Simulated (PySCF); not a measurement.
## What settings do to a single point of [Nd(H2S)2]3+

The sound run of [Nd(H2S)2]3+ (singlet in the valence; each metal's 4f electrons, 3 of them, lie in its core potential, out of spins and levels) uses PySCF 2.14.0, RKS r2SCAN, Nd lcecp-1-SVP with ECP49, S def2-SVP, H def2-SVP; non-relativistic Hamiltonian with scalar-relativistic core potentials where named; density fitting; no spin-orbit coupling, grid (50, 194), threshold 1e-8 Eh and 55 cycles, at the relaxed geometry:

```xyz
7

Nd    1.5051    0.0000    0.0000
S    -0.4040    0.1809    2.1282
H     0.2253    0.0762    3.3435
H    -0.8457    1.4726    2.2707
S    -0.4040   -0.1809   -2.1282
H     0.2253   -0.0762   -3.3435
H    -0.8457   -1.4726   -2.2707
```

There Nd1 has a Mulliken charge of 1.97 e and the dipole about the centre of mass is 0.79 D. Each run below changes one thing and starts from free metal ions and neutral atoms unless it says otherwise; with 55 cycles, smearing, a level shift and second-order steps follow where DIIS fails, and their cycles count. Energy shifts count from the sound run. On f atoms grids over 110 angular points are at least (60, 302).

```
                                                       change        outcome  cycles  energy shift (eV)  largest force component (eV/Å)  charge on Nd1 (e)  dipole about the centre of mass (D)
                                       all coordinates × 1.12      converged      11               1.41                            2.44               1.98                                 1.09
start from a density of up to 30 smeared cycles (not counted)      converged       8             0.0000                            0.01               1.97                                 0.79
             charge changed by +5, spin kept, limit 59 cycles        refused       –                  –                               –                  –                                    –
                                                cycle limit 8  not converged       8                  –                               –                  –                                    –
```

How does the run with this change end: grid (30, 86)?

outcome converged, cycles 10, energy shift (eV) 0.12, largest force component (eV/Å) 0.09, charge on Nd1 (e) 1.97, dipole about the centre of mass (D) 0.79.

Forces carry noise of the integration grid, about 0.01 to 0.03 eV/Å.

No frequency check is given that shows the relaxed geometry to be a minimum. An lcecp potential fixes the number of 4f electrons, so in runs with it no electron can move into or out of that shell.
